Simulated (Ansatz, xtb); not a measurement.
**Relaxing a trial structure of C2H6AlClS**

The starting geometry of this gas-phase singlet was built from a drawn formula by distance geometry and a force field; its bonds are those of `S[CH2][AlH][CH2]Cl`.

```csv
atom,x (Å),y (Å),z (Å)
C,-2.3442,-1.4542,1.6179
C,-0.7149,1.0108,-0.3255
Al,-1.7678,0.4288,1.3115
Cl,-1.6471,0.6219,-1.8080
S,-1.7299,-2.4731,0.2771
H,-2.2635,-3.6642,0.8443
H,-3.4534,-1.4933,1.6298
H,-1.9305,-1.7883,2.5747
H,-2.2197,1.5447,2.3757
H,0.2277,0.3808,-0.3365
H,-0.4746,2.0284,-0.2282
```

Problem. Predict what it relaxes into with r2SCAN-D4/def2-SVP.

Solution. A new bond forms, giving a structure with Cl4 bridging Al3 and C2, given below by its coordinates. Contacts that close: Al3–Cl4 (3.13 → 2.46 Å).

The energy falls by 0.55 eV over 19 steps:

```json
{"step": "1", "E − E(last) (eV)": "0.551"}
{"step": "3", "E − E(last) (eV)": "0.189"}
{"step": "5", "E − E(last) (eV)": "0.051"}
{"step": "7", "E − E(last) (eV)": "0.012"}
{"step": "9", "E − E(last) (eV)": "0.002"}
{"step": "11", "E − E(last) (eV)": "0.002"}
{"step": "13", "E − E(last) (eV)": "0.001"}
{"step": "15", "E − E(last) (eV)": "0.000"}
{"step": "17", "E − E(last) (eV)": "0.000"}
{"step": "19", "E − E(last) (eV)": "0.000"}
```

Final geometry (Å):

```xyz
11

C    -2.3670   -1.4044    1.5375
C    -0.5570    0.8566   -0.1850
Al   -1.8267    0.4717    1.2659
Cl   -2.2159    1.0795   -1.0812
S    -1.3096   -2.5099    0.5478
H    -1.9177   -3.6908    0.8134
H    -3.4263   -1.5110    1.2393
H    -2.3068   -1.6606    2.6107
H    -2.3074    1.6371    2.2243
H    -0.0452    0.0570   -0.7371
H    -0.0385    1.8170   -0.3027
```

From the same start GFN2-xTB reaches the same bonding as this run.

No frequencies were run, so the end isn't proven a minimum. Run with Ansatz 0.2.0, 35 s on 2 threads of Intel(R) Xeon(R) 6975P-C (Granite Rapids), with other jobs on the host.
